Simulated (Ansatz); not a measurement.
B2(F)4 (B2F4). Charge 0, multiplicity 1. Geometry r2SCAN-D4/def2-SVP.

```xyz
6

B     0.3871    0.7671   -0.0260
F     0.4499    1.5505    1.0377
F     0.9478    1.2243   -1.1333
B    -0.3862   -0.7675    0.0266
F    -1.6753   -0.9034   -0.2363
F     0.2766   -1.8709    0.3312
```

B3LYP takes the VWN-RPA correlation.

(1) Estimate the orbital energies around the gap (eV) in Ansatz with revPBE-D4/def2-TZVP, r2SCAN-D4/def2-TZVPD, B3LYP-D4/def2-TZVP, PBE0-D4/def2-SVP, PBE0-D4/def2-TZVPD.

Answers

(1) 
```
orbital  revPBE-D4/def2-TZVP  r2SCAN-D4/def2-TZVPD  B3LYP-D4/def2-TZVP  PBE0-D4/def2-SVP  PBE0-D4/def2-TZVPD
 HOMO−5               -11.43                -12.10              -13.43            -13.63              -13.82
 HOMO−4               -10.81                -11.44              -12.66            -12.77              -13.02
 HOMO−3               -10.74                -11.37              -12.59            -12.71              -12.94
 HOMO−2               -10.24                -10.89              -12.20            -12.33              -12.56
 HOMO−1               -10.24                -10.89              -12.19            -12.33              -12.55
   HOMO                -8.28                 -8.78               -9.86             -9.92              -10.11
   LUMO                -1.79                 -1.62               -1.21             -0.76               -0.99
 LUMO+1                -1.76                 -1.58               -1.18             -0.72               -0.95
 LUMO+2                 0.38                  0.20                0.66              2.74                0.10
 LUMO+3                 0.90                  0.76                1.27              3.00                0.68
 LUMO+4                 2.69                  1.99                3.13              6.13                1.82
 LUMO+5                 2.69                  1.99                3.13              6.17                1.82
```
